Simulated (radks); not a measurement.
Species: Pt+. Configuration: [Xe] 4f14 5d9. Method: non-relativistic Kohn-Sham, BLYP, spin-polarised, spherical densities, point nucleus; open shells are filled with parallel spins first (spin-orbit coupling, left out, can overturn this in heavy ions); relativity is left out, which matters for an element this heavy; computed with a radial shooting solver on a logarithmic mesh with Libxc functionals.

Local quantities along the radius. ELF = 1/(1 + alpha^2) is the electron localisation function; alpha = (tau - tau_W)/tau_unif compares the Pauli kinetic energy density with that of the uniform gas (summed over spins); r v_xc is r times the local exchange-correlation potential of spin up (hartree bohr); s = |grad rho|/(2 (3 pi^2)^(1/3) rho^(4/3)) is the reduced gradient; -r V(r) is the screened charge that the Kohn-Sham potential of spin up presents (atomic units).

r (bohr),ELF,alpha,r v_xc,s,-r V(r)
0.0007457,0.999,0.02256,-0.08803,0.3755,77.69
0.0009946,0.999,0.02377,-0.1037,0.3803,77.58
0.001326,0.999,0.02548,-0.1240,0.3868,77.42
0.001769,0.999,0.02796,-0.1499,0.3957,77.22
0.00236,0.999,0.03166,-0.1826,0.4077,76.94
0.003147,0.999,0.03739,-0.2229,0.4242,76.58
0.004198,0.998,0.04669,-0.2712,0.4468,76.09
0.005599,0.996,0.06281,-0.3269,0.4780,75.45
0.007467,0.991,0.09312,-0.3871,0.5209,74.61
0.00996,0.976,0.1561,-0.4468,0.5780,73.52
0.01328,0.917,0.3004,-0.4980,0.6455,72.13
0.01772,0.710,0.6390,-0.5343,0.6904,70.37
0.02363,0.402,1.219,-0.5597,0.6134,68.17
0.03152,0.347,1.372,-0.6113,0.3830,65.46
0.04204,0.564,0.8784,-0.7476,0.2691,62.22
0.05607,0.717,0.6289,-0.8770,0.3435,58.32
0.07538,0.581,0.8485,-0.9281,0.4467,53.60
0.1005,0.372,1.300,-0.9487,0.3466,48.36
0.1341,0.556,0.8933,-1.116,0.2272,42.65
0.1788,0.692,0.6673,-1.231,0.3769,36.52
0.2385,0.370,1.304,-1.147,0.4674,30.16
0.3182,0.419,1.179,-1.245,0.1675,23.87
0.4243,0.720,0.6234,-1.468,0.2920,17.98
0.566,0.573,0.8625,-1.349,0.5605,12.99
0.7549,0.275,1.622,-1.142,0.5406,9.125
1.007,0.571,0.8672,-1.215,0.3770,6.245
1.343,0.681,0.6842,-1.199,0.5806,4.101
1.791,0.463,1.077,-1.030,0.8888,2.749
2.389,0.203,1.981,-0.8150,1.351,2.024
3.186,0.058,4.029,-0.6141,2.328,1.657
4.249,0.008,11.07,-0.4629,4.961,1.468
5.668,0.000,49.87,-0.2582,13.85,1.258

On this mesh the ELF has minima near r = 0.027, 0.10, 0.28, 0.75 bohr, which separate the shells, and maxima near 0.056 (0.72), 0.18 (0.69), 0.42 (0.72), 1.2 (0.69).
